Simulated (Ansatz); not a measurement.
Basis-set extrapolation for C$_{4}$H$_{3}$F$_{5}$, SMILES `FC1C(F)(F)CC1(F)F` (PBE0-D4/def2-TZVP geometry, frozen core, the Gaussian-basis code of Ansatz). Multiplicity 1, RHF reference.

|  | def2-TZVPP | def2-QZVPP |
| --- | --- | --- |
| HF | -650.660893 | -650.688359 |
| MP2 correlation | -1.871457 | -2.034350 |
| CCSD(T) correlation | -1.959378 | not run |

Energies in hartree. Use E(X) = E(∞) + A·exp(−7.88·√X) for Hartree–Fock and E(X) = E(∞) + B·X^(−2.97) for correlation, with X = 3 and 4, and add CCSD(T) minus MP2 of the smaller set to the MP2 limit.

Q: What is the CCSD(T) energy at the basis-set limit?

A: HF limit: -650.688359 + (-0.027466) × 0.13774 = -650.69214. MP2 limit: -2.034350 + (-0.162893) × 0.74074 = -2.15501. Higher-order term: -1.959378 − (-1.871457) = -0.08792. Total: -652.93507 hartree, 197.5 kcal/mol below CCSD(T)/def2-TZVPP.
